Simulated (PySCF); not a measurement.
**SiMe3(NHiPr), C6H17NSi**

Geometry (Å), atoms numbered from 1 in this order:
```xyz
25

Si    0.0421    1.0624   -0.1544
C     0.2192    1.1701    1.7507
H     0.8528    0.3795    2.1435
H    -0.7454    1.0920    2.2452
H     0.6622    2.1149    2.0521
C     1.7796    1.2474   -0.9239
H     1.7653    1.0176   -1.9849
H     2.5118    0.5976   -0.4558
H     2.1378    2.2671   -0.8164
C    -1.0540    2.5040   -0.7427
H    -1.1966    2.4776   -1.8177
H    -0.5991    3.4571   -0.4968
H    -2.0346    2.4823   -0.2782
N    -0.7591   -0.3454   -0.7652
C    -0.5134   -1.7392   -0.4495
C    -1.2268   -2.1637    0.8386
C     0.9794   -2.0189   -0.3492
H    -1.7297   -0.2084   -1.0068
H    -0.9195   -2.3360   -1.2802
H    -0.8324   -1.6010    1.6803
H    -1.0804   -3.2253    1.0231
H    -2.2947   -1.9689    0.7630
H     1.4008   -1.5043    0.5088
H     1.1521   -3.0865   -0.2373
H     1.4826   -1.6722   -1.2461
```

Method used: GIAO KT1/def2-SVP magnetisability, rotational g tensor and spin-rotation constants, non-relativistic, gas phase in PySCF 2.14.0. Geometry: GFN2-xTB.

Q: What are the magnetisability and the molar susceptibility?

A: Isotropic -1762 × 10⁻³⁰ J/T², or -106.1 × 10⁻⁶ cm³/mol; principal values -1809, -1749, -1727 × 10⁻³⁰ J/T², anisotropy 73 × 10⁻³⁰ J/T² (root of half the summed squared differences of the principal values). The susceptibility is in cgs units.

Q: Split it along the inertial axes a, b, c into diamagnetic and paramagnetic parts about the centre of mass, with the quadrupole moment.

A: 
```csv
axis,χ (10⁻⁶ cm³/mol),diamagnetic (10⁻⁶ cm³/mol),paramagnetic (10⁻⁶ cm³/mol),summed x² of all electrons (Å²),quadrupole Θ (D Å)
a,-108.6,-744.2,635.6,230.8,+1.29
b,-105.3,-1300.0,1194.7,99.8,-0.53
c,-104.4,-1402.6,1298.2,75.6,-0.76
```
Anisotropies 2χaa − χbb − χcc = -7.6 and 2χbb − χaa − χcc = +2.5 × 10⁻⁶ cm³/mol. Θ is traceless in Buckingham's convention.

Q: And the rotational g tensor?

A: 
| axis | rotational constant (GHz) | g | nuclear part | electronic part |
| --- | --- | --- | --- | --- |
| a | 2.1861 | -0.0003 | 0.6525 | -0.6528 |
| b | 1.1008 | -0.0013 | 0.6165 | -0.6178 |
| c | 1.0167 | -0.0016 | 0.6185 | -0.6201 |

Asymmetric top; isotopes 12C, 1H, 14N, 28Si; no vibrational averaging.
